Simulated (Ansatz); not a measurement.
## A relaxation, step by step

CHBNSi, doublet, CAM-B3LYP-D4/cc-pVDZ (Ansatz 0.2.0). Settings:

```yaml
hamiltonian: {xc: {name: CAM-B3LYP}, dispersion: d4}
relax: {f_tol: 0.002, max_steps: 80, max_displacement: 0.5}
```

Start:

```
5
angstrom
B -1.2816 -0.1437 -0.1655
Si -0.1068 -0.9148 1.4198
C 0.4659 0.2536 -0.1020
N -0.6035 0.9283 -0.2976
H 1.2825 0.1499 -0.8508
```

```tsv
step	energy less the last (meV)	largest force component (eV/Å)
1	708.3	7.006
2	134.9	2.569
3	12.0	0.494
4	2.0	0.190
5	0.6	0.113
6	0.1	0.039
7	0.1	0.038
8	0.0	0.024
9	0.0	0.004
10	0.0	0.002
```

Step 5, positions (Å) and forces (eV/Å):

| atom | x | y | z | Fx | Fy | Fz |
| --- | --- | --- | --- | --- | --- | --- |
| B1 | -1.349 | -0.166 | -0.103 | 0.113 | 0.038 | 0.033 |
| Si2 | -0.092 | -0.853 | 1.343 | -0.049 | 0.025 | -0.040 |
| C3 | 0.471 | 0.127 | -0.128 | -0.021 | -0.029 | 0.013 |
| N4 | -0.611 | 0.971 | -0.310 | -0.028 | -0.053 | 0.006 |
| H5 | 1.338 | 0.194 | -0.798 | -0.015 | 0.019 | -0.012 |

Step 8, positions (Å) and forces (eV/Å):

```csv
atom,x,y,z,Fx,Fy,Fz
B1,-1.341,-0.168,-0.105,-0.007,-0.011,0.010
Si2,-0.096,-0.851,1.344,-0.003,-0.004,0.000
C3,0.471,0.127,-0.127,0.012,-0.017,0.008
N4,-0.612,0.972,-0.307,0.000,0.024,-0.015
H5,1.334,0.193,-0.802,-0.002,0.009,-0.002
```

Step 9, positions (Å) and forces (eV/Å):

| atom | x | y | z | Fx | Fy | Fz |
| --- | --- | --- | --- | --- | --- | --- |
| B1 | -1.341 | -0.168 | -0.104 | 0.001 | 0.002 | -0.001 |
| Si2 | -0.096 | -0.852 | 1.344 | 0.001 | -0.001 | 0.001 |
| C3 | 0.471 | 0.127 | -0.127 | -0.001 | -0.001 | 0.004 |
| N4 | -0.611 | 0.972 | -0.308 | 0.000 | -0.002 | -0.001 |
| H5 | 1.334 | 0.194 | -0.802 | -0.001 | 0.001 | -0.002 |

Last step (10):

B1  (-1.341, -0.168, -0.104)
Si2  (-0.096, -0.852, 1.344)
C3  (0.471, 0.127, -0.126)
N4  (-0.611, 0.972, -0.308)
H5  (1.334, 0.194, -0.802)
(Å)

The run took about 20 s on 2 CPU threads of an Arm Neoverse V2 (shared host).
